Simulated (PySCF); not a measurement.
InI₃, SMILES [In]([I])([I])[I].

Geometry optimised at PBE0-D3(BJ)/def2-SVP. The isomer is the one that the SMILES or the coordinates give; other isomers of the formula were not compared. The def2 effective core potentials stand for the cores of I, In; spin–orbit coupling is left out.

Two levels are set side by side: TDDFT-PBE/def2-SVPD (PySCF) and TDDFT-CAM-B3LYP/def2-SVPD (PySCF). Vertical, same geometry. The lowest singlet is HOMO→LUMO 100 % with PBE and HOMO→LUMO 97 % with the other functional; states are paired by order. Differences are taken from unrounded values.

```json
[
 {"quantity": "lowest singlet excitation (eV)", "TDDFT-CAM-B3LYP": "3.74", "TDDFT-PBE": "2.90", "TDDFT-PBE minus TDDFT-CAM-B3LYP": "-0.84"},
 {"quantity": "lowest triplet excitation (TDA) (eV)", "TDDFT-CAM-B3LYP": "3.42", "TDDFT-PBE": "2.65", "TDDFT-PBE minus TDDFT-CAM-B3LYP": "-0.77"}
]
```

A lower first singlet is the usual sign of a functional without exact exchange. Differences between two approximate levels are no errors against the true value.

Rough cost on one machine, each run with all the roots and properties that it gave: TDDFT-CAM-B3LYP against TDDFT-PBE about 6 times.
